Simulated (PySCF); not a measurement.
# Ionisation energy of Ar²⁺ by level of theory

Ar²⁺ [Ne] 3s2 3p4 (3P) → Ar³⁺ [Ne] 3s2 3p3 (4S), as a difference of total energies. All numbers are calculated (PySCF 2.14, the non-relativistic Hamiltonian (point nucleus), in dyall-av3z (19s12p3d2f, 84 functions)). Correlated levels: valence: [Ne] frozen; virtual orbitals above 40 to 60 times the deepest correlated orbital energy dropped. The calculations carry no spin-orbit coupling.

```json
{"method": "UHF", "ionisation energy (eV)": "39.387"}
{"method": "MP2 (valence)", "ionisation energy (eV)": "40.215"}
{"method": "SCS-MP2 (valence)", "ionisation energy (eV)": "40.306"}
{"method": "CCSD (valence)", "ionisation energy (eV)": "40.324"}
{"method": "CCSD(T) (valence)", "ionisation energy (eV)": "40.350"}
```

Problem. How much does correlation contribute at CCSD(T) (valence)?

Solution. 40.350 − (39.387) = 0.963 eV, measured against UHF.

A first-order spin-orbit estimate (lowest level to lowest level, LS coupling) adds 0.062 eV.

Errors of the correlated levels include the incompleteness of this basis and the frozen core.

For comparison: 40.735 ± 0.012 eV (semi-empirical (NIST evaluation); NIST Atomic Spectra Database, ionization energies).
